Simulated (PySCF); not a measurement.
PySCF 2.14 output of a UHF calculation on a single atom or ion in x2c-SVPall, with scalar relativity by spin-free X2C-1e:

```
SCF conv_tol = 1e-09
number electrons alpha = 23  beta = 22
cycle= 1 E= -5042.03457999412  delta_E= -0.00359  |g|= 0.0195  |ddm|= 0.0512
cycle= 2 E= -5042.03475542635  delta_E= -0.000175  |g|= 0.00535  |ddm|= 0.0188
cycle= 3 E= -5042.03481495322  delta_E= -5.95e-05  |g|= 0.00291  |ddm|= 0.0146
cycle= 4 E= -5042.03484379682  delta_E= -2.88e-05  |g|= 0.00189  |ddm|= 0.0117
cycle= 5 E= -5042.03485828406  delta_E= -1.45e-05  |g|= 0.000526  |ddm|= 0.0132
cycle= 6 E= -5042.03485949232  delta_E= -1.21e-06  |g|= 0.000208  |ddm|= 0.00342
cycle= 7 E= -5042.03485971192  delta_E= -2.2e-07  |g|= 6.58e-05  |ddm|= 0.00147
cycle= 8 E= -5042.03485973012  delta_E= -1.82e-08  |g|= 1.24e-05  |ddm|= 0.000469
cycle= 9 E= -5042.03485973042  delta_E= -2.99e-10  |g|= 2.35e-06  |ddm|= 5.1e-05
converged SCF energy = -5042.03485973042  <S^2> = 0.75528762  2S+1 = 2.0052806
```

The run itself started from symmetry-adapted Hartree-Fock orbitals and held the occupation by maximum overlap, so the iterations belong to that start.

Question: Which element, charge and spin multiplicity is this?

Answer: Pd⁺ (palladium, charge +1), multiplicity 2; the state was [Kr] 4d9, 2D determinant.
